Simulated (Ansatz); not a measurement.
Cartesian coordinates in Å:
```
F 0.828 -1.236 -1.216
Cd 0.000 0.000 0.000
F -0.828 1.236 1.216
```

Total charge 0; spin multiplicity 1. Cd takes the def2 core potential.

Problem. List the CAM-B3LYP/def2-TZVPP orbital energies in eV (Ansatz 0.2.0). (Estimate.)

Solution. Ansatz gave: Occupied: -672.10, -672.10, -117.01, -76.59, -76.59, -76.43, -32.44, -32.15, -18.08, -17.82, -17.82, -17.68, -17.68, -12.63, -12.49, -12.25, -12.25, -11.64, -11.64. Lowest empty: -1.51, 0.23, 0.23, 2.56, 4.48, 6.55, 6.55, 10.97.
